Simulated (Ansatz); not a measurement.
`CC(C)[O][InH][F]` and `CC(C)[O][AlH][Cl]` differ in one atom or group.

Ansatz, PBE0-D4/def2-TZVP geometries, multiplicity 1. Each molecule was computed in one conformer, which needn't be the lowest.

Elements past krypton have def2 core potentials.

```json
{"property": "LUMO energy (B3LYP/def2-TZVPP) / eV", "`CC(C)[O][InH][F]`": "-1.61"}
{"property": "LUMO energy (ωB97M-V/def2-TZVPP) / eV", "`CC(C)[O][InH][F]`": "0.11"}
{"property": "HOMO–LUMO gap (B3LYP/def2-TZVPP) / eV", "`CC(C)[O][InH][F]`": "6.03"}
{"property": "HOMO–LUMO gap (PBE0/def2-TZVPP) / eV", "`CC(C)[O][InH][F]`": "6.54"}
{"property": "HOMO energy (ωB97M-V/def2-TZVPP) / eV", "`CC(C)[O][InH][F]`": "-10.26"}
{"property": "size of the dipole moment (PBE/def2-TZVPP) / D", "`CC(C)[O][InH][F]`": "3.90"}
```

Give the same properties after the change, and the shifts. (An estimate is asked.)

Ansatz gave: 
```json
{"property": "LUMO energy (B3LYP/def2-TZVPP) / eV", "`CC(C)[O][AlH][Cl]`": "-0.93", "shift": "0.68"}
{"property": "LUMO energy (ωB97M-V/def2-TZVPP) / eV", "`CC(C)[O][AlH][Cl]`": "0.88", "shift": "0.77"}
{"property": "HOMO–LUMO gap (B3LYP/def2-TZVPP) / eV", "`CC(C)[O][AlH][Cl]`": "7.20", "shift": "1.17"}
{"property": "HOMO–LUMO gap (PBE0/def2-TZVPP) / eV", "`CC(C)[O][AlH][Cl]`": "7.64", "shift": "1.10"}
{"property": "HOMO energy (ωB97M-V/def2-TZVPP) / eV", "`CC(C)[O][AlH][Cl]`": "-10.75", "shift": "-0.49"}
{"property": "size of the dipole moment (PBE/def2-TZVPP) / D", "`CC(C)[O][AlH][Cl]`": "1.20", "shift": "-2.70"}
```

With PBE0 the HOMO falls by 0.49 eV and the LUMO rises by 0.60 eV, so the gap widens by about 1.09 eV. PBE moves the HOMO by -0.52 eV and ωB97M-V by -0.49 eV. Dipoles are sizes alone; their direction can turn.

B3LYP here is the variant with VWN-RPA as its local correlation; programs differ in this.
